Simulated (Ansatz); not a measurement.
Ansatz (a first-principles code) input:

Ansatz 0.2 input:
```yaml
crystal:
  periodic: [false, false, false]
  atoms:
    - {symbol: N, position_ang: [1.07238702, -0.44618538, -0.28071827]}
    - {symbol: Si, position_ang: [-0.43296683, 0.14426791, 0.08398509]}
    - {symbol: H, position_ang: [1.84356810, 0.03667354, 0.17499523]}
    - {symbol: H, position_ang: [-0.96645901, 0.12121007, 1.52536090]}
    - {symbol: H, position_ang: [-1.49683899, -0.64256067, -0.64344776]}
    - {symbol: H, position_ang: [-0.82544356, 1.58822401, -0.26767180]}
basis:
  gaussian:
    orbitals: def2-TZVP
hamiltonian:
  xc: b3lyp
  dispersion: d3bj
total_charge: -1
phonons: {temperatures: {t_min: 298.15, t_max: 298.15, t_step: 100}}
```

Problem. What final total energy does it print?

Solution. -346.71711 Eh (B3LYP-D3(BJ)/def2-TZVP). The basis has 92 functions. The run takes about 25 core-seconds (a rough figure).
